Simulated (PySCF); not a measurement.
# Cost of excited-state runs on `C=Cc1pccs1`, C5H5PS

Bonds (- single, = double, # triple, : aromatic): C1=C2 1.332 Å, C2-C3 1.437 Å, C3:P4 1.727 Å, P4:C5 1.763 Å, C5:C6 1.352 Å, C6:S7 1.713 Å, S7:C3 1.739 Å. C1 carries H8, H9; C2 carries H10; C5 carries H11; C6 carries H12. H8 is cis to C3; H9 is trans to C3.

PySCF with density fitting, on 1 thread of an Arm Neoverse V2, shared host. Command: `OMP_NUM_THREADS=1 python excited_run.py task.json out`

Problem. How long does each of these runs take, and how much memory?
- magnetisability and related constants, CAM-B3LYP/pcSseg-1; isotopologues
- magnetisability and related constants, PW91/3-21G; fitting basis def2-universal-jkfit

Solution. 
| run | level | basis functions | wall time | peak memory (GiB) |
| --- | --- | --- | --- | --- |
| magnetisability and related constants | CAM-B3LYP/pcSseg-1 | 158 | 22 s | 0.8 |
| magnetisability and related constants | PW91/3-21G | 81 | 8.2 s | 0.39 |

Times from a shared host are rough.
